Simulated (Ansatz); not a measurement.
Z-matrix (Å, degrees):
```
C
C 1 1.506
H 1 1.091 2 110.5
H 1 1.093 2 110.1 3 -119.9
H 1 1.092 2 110.7 3 120.1
O 2 1.429 1 108.2 3 -59.6
H 2 1.096 1 110.6 3 60.5
H 2 1.097 1 110.5 3 179.7
Ge 6 1.737 2 119.8 1 -174.4
F 9 1.710 6 111.2 2 -59.5
F 9 1.710 6 105.6 2 -176.1
O 9 1.737 6 115.3 2 60.7
C 12 1.429 9 119.8 6 60.9
C 13 1.506 12 108.2 9 -174.6
H 13 1.097 12 110.2 9 -53.7
H 13 1.096 12 109.7 9 64.7
H 14 1.092 13 110.7 12 60.4
H 14 1.093 13 110.2 12 -179.5
H 14 1.091 13 110.5 12 -59.6
```

Total charge 0; spin multiplicity 1.

(1) List the B3LYP/def2-TZVPP orbital energies in eV (the Gaussian-basis code of Ansatz). (Best estimate.)

Answers

(1) Computed: Occupied: -10852.18, -1356.32, -1207.26, -1207.24, -1207.23, -671.44, -671.44, -521.19, -521.19, -278.65, -278.65, -276.86, -276.86, -171.15, -121.46, -121.41, -121.37, -35.52, -35.36, -35.14, -34.95, -34.93, -32.05, -31.33, -28.11, -27.70, -20.97, -20.82, -17.36, -17.19, -15.82, -14.06, -13.74, -13.38, -13.26, -13.05, -11.94, -11.80, -11.80, -11.70, -11.39, -11.26, -10.90, -10.74, -10.62, -10.46, -9.60, -9.04, -8.50, -8.44. Lowest empty: -0.72, 0.64, 1.12, 1.32, 1.71, 2.17, 2.28, 2.52.

B3LYP here is the variant with VWN-RPA as its local correlation; programs differ in this.
